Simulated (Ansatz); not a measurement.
Ideal-gas functions of CH2BClOS (`O=CB(S)Cl`) at 298.15 K and 1 bar, from an Ansatz frequency run at PBE0-D4/def2-TZVP.

Molar mass 108.36 g/mol, point group Cs (symmetry number 1), electronic degeneracy 1, moments of inertia 140.766, 204.7, 345.466 u Å². Harmonic wavenumbers (cm⁻¹, unscaled): 52, 167, 222, 380, 421, 447, 611, 832, 935, 1019, 1108, 1405, 1802, 2680, 2822.

Use S(trans) = R[1.5 ln M + 2.5 ln T − 1.1517]; rotational temperatures θ = 24.2544 K / I; S(rot) = R[ln(√π/σ · √(T³/θAθBθC)) + 1.5]; for each mode x = 1.438777 ν̃/T, S = R[x/(eˣ − 1) − ln(1 − e⁻ˣ)] and H = RT x/(eˣ − 1); 1 cm⁻¹ = 0.0119627 kJ/mol; R = 8.31446 J/(mol·K).

By hand: the entropy, in J/(mol·K).

Translation 167.3. Rotation: θ = 0.1723, 0.1185, 0.0702 K, giving 115.5. Vibration, mode by mode: 19.83, 10.33, 8.13, 4.35, 3.72, 3.37, 1.80, 0.76, 0.51, 0.36, 0.25, 0.07, 0.01, 0.00, 0.00, in all 53.5. Electronic 0.0. Sum 336.3 J/(mol·K).

By hand: H − E and G − E in kJ/mol, counted from the electronic energy.

Zero-point energy ½ × 14903 × 0.0119627 = 89.1; thermal vibration 8.4; translation, rotation and pV give 4 RT = 9.9. H − E = 107.4 kJ/mol, and G − E = 107.4 − 298.15 × 336.3/1000 = 7.1 kJ/mol.

Vibration gives 16 % of the entropy, 19.8 J/(mol·K) of it from the mode under 150 cm⁻¹: soft modes count most, and the harmonic formula is weakest for them. The sum counts one conformer and one mirror image; others add a mixing term.
